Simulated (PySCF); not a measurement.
## Exact mass, isotope pattern and composition

Species: `[F][Mo]([F])([F])([F])[F]` [radical].

All values are calculated from tables of isotopes.

(1) Molar mass and exact mass?

(2) What cluster does the singly charged cation M+ show when like nominal masses merge?

(3) Give the mass fraction of each element.

(4) Protons, neutrons, electrons, and exact less nominal mass of the monoisotopic species?

(5) Resolve the fine structure: one atom at a time replaced by a minor isotope.

(6) What share of all molecules is the monoisotopic species?

## Answers

(1) For MoF5, with standard atomic weights, 1 × 95.950 + 5 × 18.998 = 190.940 g/mol. From the most abundant isotopes (98Mo, 19F), 1 × 97.905408 + 5 × 18.998403 = 192.8974 u.

(2) 
| nominal mass | m/z (centroid) | relative intensity |
| --- | --- | --- |
| 187 | 186.8983 | 61.5 |
| 189 | 188.8966 | 38.3 |
| 190 | 189.8973 | 66.0 |
| 191 | 190.8961 | 69.1 |
| 192 | 191.8975 | 39.6 |
| 193 | 192.8969 | 100.0 |
| 195 | 194.8989 | 39.9 |

Cut off at 0.1 %. One electron mass, 0.00055 u, is taken off. Abundances used (%; other tables differ somewhat): 92Mo 14.84, 94Mo 9.25, 95Mo 15.92, 96Mo 16.68, 97Mo 9.55, 98Mo 24.13, 100Mo 9.63.

(3) Mo 50.25 %, F 49.75 %.

(4) 87 protons, 106 neutrons and 87 electrons; 192.8974 − 193 = -0.1026 u.

(5) Intensity in % of the monoisotopic species:

| isotope | mass shift (u) | m/z | intensity (%) |
| --- | --- | --- | --- |
| 92Mo | -5.99860 | 186.8983 | 61.50 |
| 94Mo | -4.00032 | 188.8966 | 38.33 |
| 95Mo | -2.99957 | 189.8973 | 65.98 |
| 96Mo | -2.00073 | 190.8961 | 69.13 |
| 97Mo | -0.99939 | 191.8975 | 39.58 |
| 100Mo | +2.00207 | 194.8989 | 39.91 |

Species under 0.02 % are left out.

(6) 0.2413 × 1^5 = 24.13 %.
